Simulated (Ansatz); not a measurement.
Species: sum formula BOCl$_{2}$ (charge 0, doublet). It need not be the lowest isomer of its formula. 
Structure (B3LYP-D3(BJ)/def2-TZVP (Ansatz, a first-principles code) minimum search):
SMILES: B(Cl)(Cl)[O]
```xyz
4

B     -0.3263    -0.1169    -0.1195
Cl     0.1564     1.5204    -0.5290
Cl     0.6475    -1.2323     0.8233
O     -1.5044    -0.5390    -0.5508
```
Charge 0, spin multiplicity 2.

Computed values are from Ansatz. Correlated levels leave the core frozen unless marked. UHF or UKS for open shells. No spin-orbit coupling. No relativistic terms. CBS(X,Y): correlation extrapolated as X^-3; Hartree-Fock from the larger set (for Q and 5 zeta extrapolated as (X+1)exp(-9√X)).

```
Property                                                              Result
---------------------  -----------------------------------------------------
atomisation energy De  1420.1 kJ/mol at CCSD(T)/CBS(cc-pV(Q+d)Z,cc-pV(5+d)Z)
total energy           -1019.5617 Eh at CCSD(T)/CBS(cc-pV(Q+d)Z,cc-pV(5+d)Z)
dipole moment                              0.50 D at CCSD(T)/aug-cc-pV(D+d)Z
T1 diagnostic                                      0.019 at CCSD/cc-pV(5+d)Z
```
